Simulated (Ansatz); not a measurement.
Ge₂H₄Se₂⁻, that is cyclo-(H2GeSe)2 with one electron more. Charge -1, multiplicity 2. Geometry PBE-D4/def2-SVP, that of the neutral singlet.

Cartesian coordinates in Å:
```
Ge 0.358 0.062 -1.514
H -0.550 0.662 -2.624
H 1.681 -0.470 -2.133
Se 0.766 1.630 0.248
Ge -0.358 -0.062 1.514
H 0.558 -0.665 2.615
H -1.677 0.467 2.144
Se -0.776 -1.624 -0.250
```

At PBE-D4/def2-TZVPD, revPBE-D4/def2-TZVPD, PBE0-D4/def2-TZVPD the highest occupied level of the charge -1 doublet lies above zero (up to 1.43 eV). By energy differences its removal costs 0.56 eV (vertical, to the charge 0 singlet, at revPBE-D4/def2-TZVPD); a positive level beside a positive removal energy at the same level points to self-interaction error.

(1) Estimate the α-spin orbital energies around the gap (eV) in Ansatz with PBE-D4/def2-TZVPD, revPBE-D4/def2-TZVPD, PBE0-D4/def2-TZVPD.

Answers

(1) 
```
orbital  PBE-D4/def2-TZVPD  revPBE-D4/def2-TZVPD  PBE0-D4/def2-TZVPD
 HOMO−5              -4.08                 -4.02               -5.23
 HOMO−4              -3.29                 -3.25               -4.42
 HOMO−3              -2.56                 -2.51               -3.52
 HOMO−2              -1.65                 -1.61               -2.72
 HOMO−1              -1.64                 -1.59               -2.71
   HOMO               1.35                  1.43                0.94
   LUMO               1.84                  1.94                2.47
 LUMO+1               2.55                  2.58                2.98
 LUMO+2               2.65                  2.74                3.31
 LUMO+3               3.12                  3.11                3.57
 LUMO+4               3.16                  3.18                3.59
 LUMO+5               3.22                  3.29                3.60
 β HOMO              -1.59                 -1.54               -2.66
 β LUMO               1.69                  1.76                2.42
```
